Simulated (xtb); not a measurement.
AsF$_{3}$, septet, at a GFN2-xTB geometry of the parent state (a higher spin typed on purpose: for a closed-shell molecule this is an excited state); GFN0-xTB run with xtb 6.7.1.

Here is a job for xtb.
```
$ xtb mol.xyz --gfn 0 --chrg 0 --uhf 6 --json

# file mol.xyz
4

F     -1.75854617    -0.86921053     0.20925575
As     0.07555063    -0.21534643     0.07876260
F      1.94209977     0.34601691    -0.01789853
F     -0.46057259     1.31279719    -0.48015343
```

Output, abridged:

```
   ID    Z sym.   atoms
    1    9 F      1, 3, 4
    2   33 As     2

           -------------------------------------------------
          |                Calculation Setup                |
           -------------------------------------------------

           -------------------------------------------------
          |                 G F N 0 - x T B                 |
           -------------------------------------------------

          ...................................................
          :                      SETUP                      :
          :.................................................:
          :  # basis functions                  22          :
          :  # atomic orbitals                  21          :
          :  # shells                            9          :
          :  # electrons                        26          :
          :  electronic temp.          300.0000000     K    :
          :  accuracy                    1.0000000          :
          :  -> integral cutoff          0.2500000E+02      :
          :  -> integral neglect         0.1000000E-07      :
          ...................................................

         :::::::::::::::::::::::::::::::::::::::::::::::::::::
         ::                     SUMMARY                     ::
         :::::::::::::::::::::::::::::::::::::::::::::::::::::
         :: total energy             -13.524147552038 Eh    ::
         :: gradient norm              0.359198663151 Eh/a0 ::
         :: HOMO-LUMO gap              4.819147789072 eV    ::
         ::.................................................::
         :: H0 energy                -13.504399934617 Eh    ::
         :: repulsion energy           0.007491661203 Eh    ::
         :: electrostat energy        -0.026609920822 Eh    ::
         :: -> Gsolv                   0.000000000000 Eh    ::
         ::    -> Gsasa                0.000000000000 Eh    ::
         ::    -> Gshift               0.000000000000 Eh    ::
         :: dispersion energy         -0.000629357802 Eh    ::
         :: short-range corr.          0.000000000000 Eh    ::
         :: add. restraining           0.000000000000 Eh    ::
         :: total charge               0.000000000000 e     ::
         :::::::::::::::::::::::::::::::::::::::::::::::::::::

           -------------------------------------------------
          |                Property Printout                |
           -------------------------------------------------

    * Orbital Energies and Occupations

         #    Occupation            Energy/Eh            Energy/eV
      -------------------------------------------------------------
         1        2.0000           -0.8259328             -22.4748
       ...           ...                  ...                  ...
         4        2.0000           -0.5789126             -15.7530
         5        2.0000           -0.4629876             -12.5985
         6        2.0000           -0.4587422             -12.4830
         7        2.0000           -0.4575640             -12.4510
         8        1.9939           -0.4481205             -12.1940
         9        1.9372           -0.4458558             -12.1324
        10        1.6199           -0.4437532             -12.0751
        11        1.3093           -0.4425254             -12.0417
        12        1.1398           -0.4415624             -12.0155
        13        1.0000           -0.4215377             -11.4706
        14        1.0000           -0.3565024              -9.7009
        15        1.0000           -0.2272300              -6.1832
        16        1.0000           -0.1421538              -3.8682 (HOMO)
        17                          0.0349467               0.9509 (LUMO)
        18                          0.0425418               1.1576
        19                          0.0962035               2.6178
        20                          0.3815047              10.3813
        21                          1.1441471              31.1338
      -------------------------------------------------------------
                  HL-Gap            0.1771004 Eh            4.8191 eV
             Fermi-level            0.0000000 Eh            0.0000 eV

     #   Z          covCN         q      C6AA      α(0)
     1   9 F        0.720    -0.092    10.233     3.686
     2  33 As       2.178     0.278   244.754    29.038
     3   9 F        0.720    -0.092    10.233     3.686
     4   9 F        0.738    -0.094    10.254     3.689

 Mol. C6AA /au·bohr⁶  :        608.974619
 Mol. C8AA /au·bohr⁸  :      30305.370758
 Mol. α(0) /au        :         40.098008

Wiberg/Mayer (AO) data.
largest (>0.10) Wiberg bond orders for each atom

 ---------------------------------------------------------------------------
     #   Z sym  total        # sym  WBO       # sym  WBO       # sym  WBO
 ---------------------------------------------------------------------------
     1   9 F    1.180 --     2 As   0.640     3 F    0.293     4 F    0.247
     2  33 As   2.305 --     4 F    1.026     1 F    0.640     3 F    0.640
     3   9 F    1.180 --     2 As   0.640     1 F    0.293     4 F    0.247
     4   9 F    1.520 --     2 As   1.026     1 F    0.247     3 F    0.247
 ---------------------------------------------------------------------------

Topologies differ in total number of bonds
Writing topology from bond orders to xtbtopo.mol

 dipole moment from electron density (au)
     X       Y       Z
  -0.5834   1.6628  -0.6082  total (Debye):    4.738

           -------------------------------------------------
          | TOTAL ENERGY              -13.524147552038 Eh   |
          | GRADIENT NORM               0.359198663151 Eh/α |
          | HOMO-LUMO GAP               4.819147789072 eV   |
           -------------------------------------------------

normal termination of xtb
```
